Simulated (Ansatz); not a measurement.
C44H54Si2⁻, that is TIPS-pentacene with one electron more. Total charge -1; doublet. Geometry PBE-D4/def2-SVP, that of the neutral singlet; atoms count from 1.

Cartesian coordinates in Å:
```
C 0.803 -2.781 5.849
C -0.464 -2.216 6.511
C -0.884 -3.050 7.733
Si -1.918 -1.926 5.286
C -1.204 -1.367 3.680
C -0.789 -0.969 2.583
C -0.342 -0.503 1.324
C -1.304 -0.092 0.344
C -2.693 -0.144 0.607
C -3.644 0.251 -0.343
C -5.055 0.200 -0.079
C -5.966 0.596 -1.035
C -5.522 1.066 -2.314
C -4.176 1.132 -2.608
C -3.193 0.730 -1.642
C -1.818 0.784 -1.909
C -0.852 0.390 -0.953
C 0.551 0.460 -1.236
C 0.991 0.939 -2.492
C 1.378 1.364 -3.590
Si 1.961 1.994 -5.222
C 2.130 0.465 -6.366
C 2.700 0.816 -7.749
C 0.809 -0.314 -6.470
C 3.664 2.818 -4.917
C 3.564 3.952 -3.884
C 4.720 1.778 -4.504
C 0.654 3.226 -5.908
C 1.270 4.207 -6.922
C -0.133 3.966 -4.814
C 1.513 0.052 -0.255
C 2.903 0.116 -0.512
C 3.853 -0.280 0.438
C 5.264 -0.216 0.181
C 6.175 -0.615 1.137
C 5.729 -1.103 2.409
C 4.382 -1.180 2.697
C 3.400 -0.775 1.731
C 2.025 -0.839 1.992
C 1.060 -0.437 1.039
C -3.036 -0.505 5.951
C -4.069 -1.005 6.977
C -3.700 0.333 4.846
C -2.923 -3.518 4.922
C -4.049 -3.249 3.910
C -2.022 -4.671 4.451
H 1.136 -2.155 4.997
H 1.641 -2.836 6.578
H 0.644 -3.807 5.457
H -0.223 -1.187 6.867
H -1.163 -4.086 7.445
H -0.051 -3.132 8.466
H -1.750 -2.612 8.270
H -3.029 -0.505 1.591
H -5.390 -0.162 0.906
H -7.046 0.551 -0.822
H -6.267 1.377 -3.063
H -3.830 1.494 -3.589
H -1.470 1.143 -2.889
H 2.865 -0.185 -5.838
H 3.665 1.362 -7.685
H 1.998 1.451 -8.329
H 2.878 -0.100 -8.353
H 0.023 0.284 -6.980
H 0.418 -0.597 -5.472
H 0.938 -1.246 -7.061
H 3.970 3.258 -5.895
H 2.866 4.753 -4.201
H 4.555 4.425 -3.711
H 3.204 3.569 -2.905
H 4.872 0.997 -5.276
H 4.426 1.263 -3.564
H 5.705 2.260 -4.320
H -0.065 2.575 -6.457
H 1.811 3.692 -7.742
H 1.990 4.897 -6.434
H 0.484 4.840 -7.390
H -0.920 4.613 -5.261
H 0.525 4.624 -4.208
H -0.626 3.267 -4.109
H 3.238 0.487 -1.492
H 5.602 0.160 -0.798
H 7.254 -0.562 0.929
H 6.473 -1.417 3.157
H 4.034 -1.555 3.672
H 1.676 -1.211 2.967
H -2.317 0.158 6.487
H -4.631 -0.155 7.422
H -4.818 -1.677 6.508
H -3.604 -1.564 7.815
H -4.266 1.185 5.283
H -2.957 0.745 4.136
H -4.424 -0.266 4.253
H -3.387 -3.807 5.895
H -4.625 -4.177 3.699
H -3.639 -2.889 2.942
H -4.771 -2.488 4.270
H -2.624 -5.577 4.220
H -1.271 -4.961 5.214
H -1.470 -4.397 3.527
```

Single mean-field runs in def2-SVP are fitted with def2-universal-jkfit.

(1) Estimate the Mulliken populations of the heavy atoms from the PBE0/def2-SVP orbitals of Ansatz.

(2) Where does the spin sit?

(3) And the Mayer bond orders between heavy atoms (over 0.3, the first 40 of 50)?

## Answers

(1) 
```tsv
atom	charge (e)	spin (α − β)
C1	-0.04	0.00
C2	-0.37	0.00
C3	-0.03	0.00
Si4	0.61	0.00
C5	-0.54	0.13
C6	0.17	-0.09
C7	-0.03	0.27
C8	0.04	-0.06
C9	-0.11	0.12
C10	0.05	-0.01
C11	-0.04	0.03
C12	-0.04	0.02
C13	-0.04	0.02
C14	-0.03	0.03
C15	0.05	-0.01
C16	-0.11	0.12
C17	0.04	-0.06
C18	-0.03	0.27
C19	0.16	-0.09
C20	-0.52	0.13
Si21	0.57	0.00
C22	-0.36	0.00
C23	-0.04	0.00
C24	-0.03	0.00
C25	-0.36	0.00
C26	-0.03	0.00
C27	-0.04	0.00
C28	-0.38	0.00
C29	-0.04	0.00
C30	-0.03	0.00
C31	0.04	-0.06
C32	-0.11	0.12
C33	0.05	-0.01
C34	-0.04	0.03
C35	-0.04	0.02
C36	-0.04	0.02
C37	-0.04	0.03
C38	0.05	-0.01
C39	-0.11	0.12
C40	0.05	-0.06
C41	-0.37	0.00
C42	-0.04	0.00
C43	-0.04	0.00
C44	-0.37	0.00
C45	-0.04	0.00
C46	-0.04	0.00
```
Mulliken values depend strongly on the basis.

(2) Summed by element: C 1.03, Si 0.00, H -0.03, of 1 unpaired in all. Largest on single atoms: C18 0.27, C7 0.27, C20 0.13.

(3) C1–C2 1.06 (1.54 Å); C2–C3 1.04 (1.54 Å); C2–Si4 0.94 (1.92 Å); Si4–C5 0.95 (1.84 Å); Si4–C41 0.94 (1.93 Å); Si4–C44 0.96 (1.92 Å); C5–C6 2.55 (1.24 Å); C6–C7 1.00 (1.42 Å); C7–C8 1.22 (1.43 Å); C7–C40 1.22 (1.43 Å); C8–C9 1.36 (1.42 Å); C8–C17 1.14 (1.46 Å); C9–C10 1.30 (1.40 Å); C10–C11 1.23 (1.44 Å); C10–C15 1.18 (1.46 Å); C11–C12 1.51 (1.38 Å); C12–C13 1.23 (1.43 Å); C13–C14 1.51 (1.38 Å); C14–C15 1.23 (1.44 Å); C15–C16 1.30 (1.40 Å); C16–C17 1.36 (1.41 Å); C17–C18 1.22 (1.43 Å); C18–C19 1.00 (1.42 Å); C18–C31 1.22 (1.43 Å); C19–C20 2.56 (1.24 Å); C20–Si21 0.94 (1.84 Å); Si21–C22 0.96 (1.92 Å); Si21–C25 0.96 (1.92 Å); Si21–C28 0.94 (1.92 Å); C22–C23 1.03 (1.54 Å); C22–C24 1.05 (1.54 Å); C25–C26 1.04 (1.54 Å); C25–C27 1.04 (1.54 Å); C28–C29 1.04 (1.54 Å); C28–C30 1.06 (1.54 Å); C31–C32 1.36 (1.41 Å); C31–C40 1.14 (1.46 Å); C32–C33 1.30 (1.40 Å); C33–C34 1.23 (1.44 Å); C33–C38 1.18 (1.46 Å).
